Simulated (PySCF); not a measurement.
Compound: C2H3NOSi.
Structure used (PBE0-D3(BJ)/def2-SVP), in Å, numbered top down from 1:
```xyz
8
C2H3NOSi angstrom
N      2.405    0.612   -1.322
C      1.554    0.099   -0.724
Si     0.141   -0.640    0.228
C     -1.305    0.645    0.259
O     -2.316    0.366    0.849
H     -0.302   -1.881   -0.460
H      0.598   -0.918    1.615
H     -1.193    1.631   -0.268
```

The computed photoelectron lines, unassigned: C 1s: 292.11 (area 1), 294.05 (area 1) eV; N 1s: 405.54 eV; O 1s: 539.15 eV; Si 1s: 1848.09 eV; Si 2p3/2: 108.33 eV.

The calculation used delta-SCF UKS SCAN, pcX-2 on the ionised atom, pcseg-1 elsewhere, spin-free X2C in PySCF 2.14.0. Geometry: PBE0-D3(BJ)/def2-SVP, one conformer, isolated molecule.

(1) Assign the C 1s lines to atoms.

Answers

(1) 292.11 eV: C2 (cyano carbon); 294.05 eV: C4 (carbonyl carbon). Lowest listed C 1s: C2, bonded to N (triple bond) and Si. Highest, 1.94 eV above it: C4, bonded to O (double bond), H and Si.

Bonded neighbours of each site: N1: C (triple bond); C2: N (triple bond) and Si; Si3: 2 C and 2 H; C4: O (double bond), H and Si; O5: C (double bond).

Task: Which effective nuclear charge Zeff reproduces each element's mean 1s value in the hydrogen-like formula E = 13.606 eV × Zeff²?

Result: C (Z = 6): mean 293.1 eV, Zeff = 4.64, Z − Zeff = 1.36; N (Z = 7): mean 405.5 eV, Zeff = 5.46, Z − Zeff = 1.54; O (Z = 8): mean 539.2 eV, Zeff = 6.29, Z − Zeff = 1.71; Si (Z = 14): mean 1848.1 eV, Zeff = 11.65, Z − Zeff = 2.35. Means run over the listed sites, weighted by atom count.

Spin contamination (⟨S²⟩ against 0.75 for a pure doublet) is marked for C 1s of C4 (0.87), which makes this value less certain. For 2p shells one spin-free hole was relaxed; a mean-field spin–orbit operator and the ground-state splitting of the three 2p orbitals were then diagonalised within the shell. The shell's mean is (2 × 2p3/2 + 2p1/2)/3, and the degeneracies 2j + 1 give areas of 2:1. 2p1/2 minus 2p3/2 (ligand field included): Si 0.62 eV.

Hardware: one thread of an Arm Neoverse V1, shared host. Cost: 31 s wall.
